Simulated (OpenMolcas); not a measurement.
F III: effect of the basis set

* Program: OpenMolcas
* Method: CASSCF
* Active space: 3 electrons in 3 orbitals (2p)
* State averaging: 2S+1 = 4 odd, 1 root; 2S+1 = 2 odd, 8 roots
* Spin-orbit coupling: RASSI with atomic mean-field integrals over the reference wave functions, term energies averaged over their components

A. ANO-R1 [3s2p1d], X2C, finite nucleus; cost roughly 2.2 core-seconds
B. ANO-L-VTZP [4s3p2d1f], non-relativistic, point nucleus; cost about 2.1 core-seconds
C. ANO-RCC-VTZP [4s3p2d1f], DKH2, point nucleus; cost roughly 1.5 core-seconds
D. ANO-R2 [4s4p2d1f], X2C, finite nucleus; cost about 2.2 core-seconds
E. ANO-R3 [4s4p2d1f], X2C, finite nucleus; cost roughly 1.7 core-seconds
F. ANO-RCC-VQZP [5s4p3d2f1g], DKH2, point nucleus; cost of the order of 4 core-seconds

Energies in cm-1 above 2s2 2p3 4S* 3/2.

| Level | A | B | C | D | E | F |
| --- | --- | --- | --- | --- | --- | --- |
| 2s2 2p3 4S* 3/2 | 0.0 | 0.0 | 0.0 | 0.0 | 0.0 | 0.0 |
| 2s2 2p3 2D* 3/2 | 38014 | 37624 | 37610 | 37876 | 37876 | 37943 |
| 2s2 2p3 2D* 5/2 | 38021 | 37631 | 37617 | 37882 | 37882 | 37950 |
| 2s2 2p3 2P* 1/2 | 63083 | 62444 | 62416 | 62825 | 62825 | 62936 |
| 2s2 2p3 2P* 3/2 | 63093 | 62453 | 62425 | 62834 | 62834 | 62945 |

Among A to F the level of the table that moves most is 2s2 2p3 2P* 1/2, by 670 cm-1 (lowest in C, highest in A).

With the s shell closed, the reference lacks s² → p² mixing. Levels of configurations outside the active space are missing.

* marks odd parity.
